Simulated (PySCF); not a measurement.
**A run with a changed setting**

The sound run of [Ce(NH2)4]− (singlet in the valence; each metal's 4f electrons, 1 of them, lie in its core potential, out of spins and levels) uses PySCF 2.14.0, RKS PBE0, Ce lcecp-1-SVP with ECP47, N def2-SVP, H def2-SVP; non-relativistic Hamiltonian with scalar-relativistic core potentials where named; density fitting; no spin-orbit coupling, grid (50, 194), threshold 1e-8 and 55 cycles at the relaxed geometry. This run, with dm0 from free metal ions and neutral atoms, differs:

```python
mol = gto.M(atom='''
Ce    -0.00006     0.00000    -0.00000
N      1.41621     1.29419     1.39192
H      1.39235     1.47584     2.39630
H      2.27801     1.73611     1.06276
N     -1.41644    -1.39190     1.29415
H     -2.27838    -1.06292     1.73585
H     -1.39171    -2.39651     1.47627
N      1.41621    -1.29419    -1.39192
H      2.27801    -1.73611    -1.06276
H      1.39235    -1.47584    -2.39630
N     -1.41644     1.39190    -1.29415
H     -1.39171     2.39651    -1.47627
H     -2.27838     1.06292    -1.73585''',
    basis={'Ce': 'lcecp-1-SVP', 'N': 'def2-SVP', 'H': 'def2-SVP'},
    ecp={'Ce': 'lcecp-1-SVP'},
    charge=-1, spin=1)
mf = dft.UKS(mol, xc='PBE0')
mf.grids.atom_grid = (50, 194)  # f atoms: unpruned, at least (60, 302)
mf = mf.density_fit()  # fitting sets: Ce AutoAux, N def2-universal-JKFIT, H def2-universal-JKFIT
mf.conv_tol = 1e-08; mf.max_cycle = 83
mf.kernel(dm0)
```

Task: What was changed, and how did it end?

Result: The spin was changed. The program refused it. The cycle limit differs too. These settings are unsound on purpose: the numbers aren't the compound's.
```
RuntimeError: Electron number 48 and spin 1 are not consistent
Note mol.spin = 2S = Nalpha - Nbeta, not 2S+1
```

Run from Python with OMP_NUM_THREADS=2; the lines above give its settings.

An lcecp potential fixes the number of 4f electrons, so in runs with it no electron can move into or out of that shell.
